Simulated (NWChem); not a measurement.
**Correlation energy of H2O3P**

```
P
O 1 1.4875
O 1 1.6229 2 115.15
H 3 0.9675 1 111.70 2 -149.88
O 1 1.6419 2 116.58 3 -114.56
H 5 0.9672 1 111.60 2 -42.64
```
Charge 0, spin multiplicity 2.

All runs are NWChem calculations. The geometry was optimised at UPBE0/def2-SVP, a minimum by its harmonic frequencies. It is one conformer; others weren't searched.

Basis set: def2-SVP. Each correlation energy counts from its own Hartree-Fock reference.

The correlated methods keep 8 core orbitals frozen. The structure started from a generated list of species. The stability of the SCF solutions was not checked. Open-shell Hartree-Fock references start from PBE0 orbitals. Coupled-cluster values serve here as a point of comparison, not as the truth.

Question: For the correlation energy, CCSD[T] on UHF gives -696.1 mHa and CCSD on UHF gives -676.2 mHa. What do CCSD(T) on UHF, CCSD(T) on ROHF, UMP2 give?

Answer: CCSD(T) on UHF: -694.1 mHa; CCSD(T) on ROHF: -699.0 mHa; UMP2: -661.9 mHa.
